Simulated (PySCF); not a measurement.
# Core-level binding energies of Cu(AsH3)(N(SiH3)2)

Species: Cu(AsH3)(N(SiH3)2) (singlet state).
Bonds: Cu1–As2, Cu1–N6, N6–Si7, N6–Si8. Hydrogens: H3, H4, H5 on As2; H9, H10, H11 on Si7; H12, H13, H14 on Si8.

Method used: delta-SCF UKS SCAN, pcX-2 on the ionised atom (unc-x2c-TZVPall on a metal), pcseg-1 elsewhere, spin-free X2C (PySCF). Vertical ΔSCF values, vacuum level as zero.

Question: Give the core binding energies atom by atom.

Answer: 
| atom(s) | environment | level | binding energy (eV) | 2p1/2 (eV) | count |
| --- | --- | --- | --- | --- | --- |
| Cu1 | copper bonded to As and N | Cu 2p3/2 | 938.28 | 958.94 | 1 |
| N6 | nitrogen bonded to Cu and 2 Si | N 1s | 402.25 | – | 1 |
| Si7/Si8 | silicon bonded to N and 3 H | Si 2p3/2 | 105.93 | 106.56 | 2 |
| Si7/Si8 | silicon bonded to N and 3 H | Si 1s | 1845.83 | – | 2 |

Question: Which effective nuclear charge Zeff reproduces each element's mean 1s value in the hydrogen-like formula E = 13.606 eV × Zeff²?

Answer: N (Z = 7): mean 402.3 eV, Zeff = 5.44, Z − Zeff = 1.56; Si (Z = 14): mean 1845.8 eV, Zeff = 11.65, Z − Zeff = 2.35. Means run over the listed sites, weighted by atom count.

Question: Express the binding energy of Cu 2p3/2 of Cu1 in atomic units and per mole.

Answer: 938.28 eV = 34.4812 Eh = 90530 kJ/mol.

Topologically equivalent atoms share the value of their first member; where this conformer doesn't relate them by symmetry, their own values could differ. The 2p values add to the ΔSCF energy of one spin-free hole a correction within the shell (spin–orbit coupling, ligand field). 2p1/2 minus 2p3/2 (ligand field included): Cu 20.66 eV, Si 0.62 eV. Satellites of the metal's 2p lines aren't described. No level of arsenic is listed. Geometry: PBE0-D3(BJ)/def2-SVP; no solvent, vibrations or thermal averaging. Metal 2p energies of this one-determinant scheme are less reliable than its 1s energies.

On Arm Neoverse V2, one thread, no GPU, shared host, this took 40 s wall and 0.72 GiB of memory at its peak.
